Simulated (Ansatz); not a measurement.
B₂N₃⁻. Charge -1, multiplicity 1. Geometry r2SCAN-D4/def2-SVPD, basis def2-TZVPD, Ansatz.

```csv
atom,x (Å),y (Å),z (Å)
B1,-0.362,-0.333,0.753
B2,-0.202,0.063,-0.875
N3,0.830,0.232,1.038
N4,0.996,0.642,-0.644
N5,-1.263,-0.604,-0.272
```

```
run  HOMO (eV)  LUMO (eV)
  A      -0.88       2.98
  B       0.17       2.45
  C       0.33       2.17
  D      -3.27       4.46
  E      -2.30       3.71
```

Another isomer (triplet) lies 1.63 eV lower at PBE0-D4/def2-TZVPD; other spin states weren't run for this one.

Task: The runs used CAM-B3LYP, PBE, PBE0, r2SCAN, ωB97X-V. Estimate which is which.

Result: A PBE0 (25 % exact exchange); B r2SCAN (0 % exact exchange); C PBE (0 % exact exchange); D ωB97X-V (range-separated); E CAM-B3LYP (range-separated). Exact exchange lowers occupied and raises empty levels; among semilocal functionals meta-GGAs tend to open the gap a little, and such runs are hard to tell apart. The gap grows from 1.83 eV (PBE) to 7.73 eV (ωB97X-V). At r2SCAN-D4/def2-TZVPD, PBE-D4/def2-TZVPD the highest occupied level of the charge -1 singlet lies above zero (up to 0.33 eV). The electron is either unbound and held by the finite basis, or the level is raised by self-interaction error.
